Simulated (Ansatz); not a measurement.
Cost and result for the atomization energy of CH₉BO₂Si₂, SMILES `CB(O[SiH3])O[SiH3]` (15 atoms, 14 bonds).

```xyz
15

C     1.404    0.078    2.056
B     0.509    0.018    0.771
O    -0.368   -1.014    0.599
Si   -1.334   -1.710   -0.531
O     0.637    1.007   -0.163
Si   -0.072    1.624   -1.507
H     1.177   -0.714    2.769
H     1.301    1.045    2.554
H     2.460   -0.004    1.776
H    -0.841   -1.412   -1.902
H    -2.723   -1.208   -0.385
H    -1.304   -3.176   -0.308
H     0.079    3.098   -1.462
H     0.595    1.089   -2.720
H    -1.519    1.279   -1.545
```

Charge 0, multiplicity 1. The structure was optimised at the PBE0-D4/def2-TZVP level. It is one conformer, not always the lowest. Program: Ansatz. All runs use 2 threads of an AMD EPYC 7R13 on a shared host and a share of an NVIDIA H100 80 GB. Times are those of one run each, without the atoms' runs, and a repeat can differ threefold. Electronic energies, without spin–orbit coupling; frozen cores. CCSD(T)/CBS adds CCSD(T) − MP2 in def2-TZVPP to the MP2 limit, and its time is that of the two runs behind it. T1 = 0.012. B3LYP takes the VWN-RPA correlation (the form of Gaussian; ORCA's B3LYP/G).

CCSD(T)/CBS is a level of theory with its own doubt, some kJ/mol a heavy atom from the limit and from the frozen cores, so smaller differences don't rank the functionals.

```tsv
level	functions	wall time
r2SCAN-D4/def2-TZVPP (with forces)	334	2.6 s
PBE0-D4/def2-TZVPP	334	2.7 s
PBE-D4/def2-TZVPP (with forces)	334	3 s
B3LYP-D4/def2-TZVPP (with forces)	334	3 s
ωB97X-V/def2-TZVPP	334	3.4 s
B2PLYP/def2-TZVPP	334	3.4 s
ωB97M-V/def2-TZVPP (with forces)	334	4.4 s
MP2/def2-QZVPP	638	4.4 s
CCSD(T)/def2-TZVPP	334	6.5 s
CCSD(T)/CBS(def2)	–	11 s
```

Q: What atomization energy does each give, and how far from CCSD(T)/CBS? (Estimate.)

A: The calculation gave: 
| level | atomization (kJ/mol) | difference from CCSD(T)/CBS | per bond |
| --- | --- | --- | --- |
| r2SCAN-D4/def2-TZVPP (with forces) | 5669.2 | 6.4 | 0.5 |
| PBE0-D4/def2-TZVPP | 5609.7 | -53.1 | -3.8 |
| PBE-D4/def2-TZVPP (with forces) | 5665.8 | 3.0 | 0.2 |
| B3LYP-D4/def2-TZVPP (with forces) | 5658.4 | -4.4 | -0.3 |
| ωB97X-V/def2-TZVPP | 5678.1 | 15.3 | 1.1 |
| B2PLYP/def2-TZVPP | 5601.9 | -60.9 | -4.3 |
| ωB97M-V/def2-TZVPP (with forces) | 5675.4 | 12.6 | 0.9 |
| MP2/def2-QZVPP | 5679.7 | 16.9 | 1.2 |
| CCSD(T)/def2-TZVPP | 5524.7 | -138.1 | -9.9 |
| CCSD(T)/CBS(def2) | 5662.8 | 0.0 | 0.0 |

From PBE to PBE0 (25 % exact exchange), in def2-TZVPP and without D4, the atomization energy moves by −51.3 kJ/mol: exact exchange takes away binding that semilocal exchange gives to molecules. In def2-TZVPP, CCSD(T) changes the Hartree–Fock value by +1198.0 kJ/mol (the triples alone add +60.4 kJ/mol) and MP2 by +1269.8 kJ/mol; breaking electron pairs costs correlation energy, which Hartree–Fock lacks. The D4 term adds +54.6 kJ/mol with B3LYP and +29.3 kJ/mol with PBE0; it sums over pairs of atoms, weighted by their polarisabilities, and B3LYP, whose exchange is more repulsive, gets the larger term.
